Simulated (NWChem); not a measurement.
System: GeH3SeCl; SMILES Cl[Se][GeH3]

Input file for NWChem:

```
start job
memory heap 200 mb stack 900 mb global 1100 mb
geometry units angstroms noautoz
  Se    -0.808242     0.635316     0.000000
  Cl     1.073351     1.778707     0.000000
  Ge     0.248104    -1.483693     0.000000
  H      1.104007    -1.618247     1.266720
  H     -0.918632    -2.486919     0.000000
  H      1.104007    -1.618247    -1.266720
end
basis spherical
  * library 6-31g*
end
dft
  xc pbe0
  iterations 150
  mulliken
end
task dft energy
```

Structure relaxed at the PBE0/def2-SVP level.

**Question.** Predict the main results of this run. (PBE0/6-31G* (spherical d).) Quantities: basis functions; energy (Ha); highest occupied level (eV); orbital gap (eV); dipole (D).

**Answer.** 
| Item | Result |
|---|---|
| number of basis functions | 88 |
| energy (Ha) | -4939.27 |
| highest occupied level (eV) | -6.86 |
| orbital gap (eV) | 4.42 |
| dipole (D) | 2.44 |
